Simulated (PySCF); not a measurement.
All values below come from TPSSh-D3(BJ)/def2-TZVP // B3LYP-D3(BJ)/def2-SVP in PySCF. Gas-phase values, no solvent. One relaxed conformer stands for a flexible species; it need not be the lowest. Excitations are Tamm–Dancoff values on a coarser integration grid. The basis has no diffuse functions, so Rydberg states are missing or too high.

Reference species (SMILES): `Bc1cc2cc(C=C)ccc2s1` (neutral, multiplicity 1).

HOMO: -5.93 eV
T1 excitation (TDA): 2.46 eV
brightest of the four lowest singlets (TDA): 4.77 eV
LUMO: -2.69 eV

Changed species: `c12cc(B)sc1cc(cc2)C=C`.

**Question.** Give the shifts of the HOMO, T1 excitation (TDA), brightest of the four lowest singlets (TDA) and LUMO.

**Answer.** the HOMO falls by 0.02 eV, to -5.95 eV; the T1 excitation (TDA) decreases by 0.16 eV, to 2.30 eV; the brightest of the four lowest singlets (TDA) decreases by 1.03 eV, to 3.74 eV; the LUMO falls by 0.07 eV, to -2.76 eV.
